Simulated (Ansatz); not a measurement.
C₃H₆ClNSi (`C[Si](C)(Cl)C#N`) at its PBE0-D4/def2-TZVP geometry, where that method's forces vanish. The species carries charge 0 and has multiplicity 1.

```xyz
12

C    -1.5434   -0.5118    0.3831
Si    0.2121   -0.3832   -0.1843
C     1.2346    0.8622    0.7233
Cl    1.1124   -2.2251   -0.0971
C     0.1978    0.0903   -1.9803
N     0.1707    0.4182   -3.0843
H    -1.5805   -0.8141    1.4323
H    -2.0886   -1.2490   -0.2088
H    -2.0455    0.4538    0.2812
H     2.2491    0.8963    0.3224
H     1.2899    0.6056    1.7838
H     0.7914    1.8569    0.6286
```

Q: What forces (eV/Å) does PBE-D4/def2-TZVPP give on these atoms in Ansatz 0.2.0? (Estimate.)

A: Ansatz gave: 
```
C1  -0.007  0.006  0.005
Si2 -0.028  0.081 -0.101
C3  -0.002  0.008  0.006
Cl4  0.134 -0.276  0.017
C5   0.033 -0.410  1.389
N6  -0.037  0.447 -1.508
H7  -0.014 -0.056  0.198
H8  -0.107 -0.136 -0.107
H9  -0.101  0.177 -0.016
H10  0.190  0.011 -0.071
H11  0.014 -0.042  0.201
H12 -0.076  0.189 -0.013
```
